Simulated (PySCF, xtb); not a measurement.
B2HO2, SMILES B(B=O)=[OH+], charge +1.

GFN2-xTB (xtb 6.7.1) at its own geometry gives an orbital gap of 5.03 eV.

The structure is a stationary point at ωB97X-D3(BJ)/def2-TZVP. The isomer is the one that the SMILES or the coordinates give; other isomers of the formula were not compared. Other conformers were not sampled.

Question: What does M06-2X/def2-TZVPD in PySCF give? (An estimate is asked for; the answer gives what the named calculation found.)

Answer: gap 9.64 eV (levels -17.62 and -7.98 eV).
